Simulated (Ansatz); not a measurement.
Reaction (hydrogenolysis of a C–F bond): `FC[SiH](F)CCl` + H₂ → `C[SiH](F)CCl` + H–F

Computed with Ansatz on PBE0-D4/def2-TZVP structures; ΔE is electronic, products minus reactants. CBS: MP2 limit from def2 TZ/QZ plus the TZ coupled-cluster correction, frozen cores. This one scheme is used for every species. DFT in def2-TZVPP. B3LYP here is the variant with VWN-RPA as its local correlation; programs differ in this. Each species was taken in one conformer, which may not be the lowest.

`FC[SiH](F)CCl`:

Z-matrix (Å, degrees):
```
C
Si 1 1.881
F 1 1.392 2 109.8
H 1 1.095 2 110.9 3 -119.8
H 1 1.095 2 111.4 3 120.0
C 2 1.870 1 109.9 3 50.8
F 2 1.601 1 109.0 3 -67.7
H 2 1.481 1 110.3 3 173.4
Cl 6 1.788 2 106.1 1 66.1
H 6 1.090 2 113.2 1 -175.7
H 6 1.090 2 112.3 1 -51.6
```

H₂:

Cartesian coordinates in Å:
```
H -0.225 -0.210 -0.211
H 0.225 0.210 0.211
```

`C[SiH](F)CCl`:

Z-matrix (Å, degrees):
```
C
Si 1 1.850
H 1 1.092 2 110.2
H 1 1.092 2 110.7 3 -119.7
H 1 1.093 2 111.0 3 120.0
F 2 1.607 1 109.2 3 -178.1
C 2 1.877 1 111.8 3 -60.3
H 2 1.482 1 112.5 3 62.5
Cl 7 1.789 2 107.2 1 64.1
H 7 1.091 2 112.9 1 -54.3
H 7 1.090 2 112.6 1 -177.7
```

H–F:

```xyz
2

F    -0.255    0.176   -0.340
H     0.255   -0.176    0.340
```

| level | ΔE (kJ/mol) |
| --- | --- |
| PBE-D4 | -130.5 |
| PBE0-D4 | -139.8 |
| r2SCAN | -133.6 |
| B3LYP | -132.7 |
| SCS-MP2/def2-QZVPP | -145.7 |
| HF/CBS(def2) | -141.7 |
| MP2/CBS(def2) | -153.8 |
| CCSD/CBS(def2) | -148.3 |

What does CCSD(T)/CBS give? (An estimate is asked.)

The calculation gave: -146.1 kJ/mol. The listed levels differ from it by 15.6, 6.3, 12.5, 13.4, 0.4, 4.4, -7.7, -2.2 kJ/mol.

Largest T1 diagnostic among the species: 0.011.

From PBE to PBE0 (25 % exact exchange), in def2-TZVPP and without D4, ΔE moves by −9.2 kJ/mol.
